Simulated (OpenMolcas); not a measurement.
A calculation on W III.

```json
{"Program": "OpenMolcas", "Method": "CASSCF", "Basis": "ANO-RCC-VTZP [8s7p5d3f2g1h]", "Scalar Hamiltonian": "DKH2, point nucleus", "Active space": "4 electrons in 6 orbitals (5d 6s)", "State averaging": "2S+1 = 5 even, 15 roots; 2S+1 = 3 even, 105 roots (97 in the spin-orbit step); 2S+1 = 1 even, 104 roots (84 in the spin-orbit step)", "Spin-orbit coupling": "state interaction with AMFI integrals over the reference wave functions, term energies averaged over their components"}
```

Question: Which level of the active space comes out lowest?

Answer: 5d4 5D0, with 73 % of that term; it is also the measured ground level.

Question: How high does 5d3 6s 5F4 lie?

Answer: 18033 cm-1 above the lowest level.

Question: How high does 5d4 3P1 lie?

Answer: 14954 cm-1 above the lowest level; measured 12881 cm-1 above the ground level, so the calculation is off by +16 %.

Question: How high does 5d4 3P0 [68 %] lie?

Answer: 11703 cm-1 above the lowest level; measured 9904 cm-1 above the ground level, so the calculation is off by +18 %.

Question: The level at 16287 cm-1 has J = 4. What is it made of, and what is its g factor?

Answer: 53 % 5d4 3H4, 18 % 5d4 3G, 11 % 5d4 3F(1); g = 0.967, against 0.800 from Landé's formula for the pure leading term.

Measured values: NIST levels as listed in McCann et al., Mon. Not. R. Astron. Soc. 538, 537 (2025).

Some high roots are left out of the spin-orbit mixing, which shifts the levels that they would mix with. Without dynamic correlation excited terms often stand tens of per cent too high (terms of higher spin than the ground term too low), and those without a measured partner can miss by more than the paired ones. Configurations are named by rounded mean occupations; where the s occupation lies near a half they are strongly mixed, a name can repeat and a true partner stay unpaired. A single d shell beside an s shell can misplace configurations of different d count against each other. Measured partners are found by configuration, term and J. A level has none where our copy of the source lacks it or the pairing is in doubt (some pairs that miss far off the trend of their configuration count as doubtful), and it then counts in no deviation. Only configurations of the active space appear.

A share in square brackets marks a mixed level and gives the weight of the term that names it. A number in round brackets counts repeated terms of one configuration in the order of the reference energies.
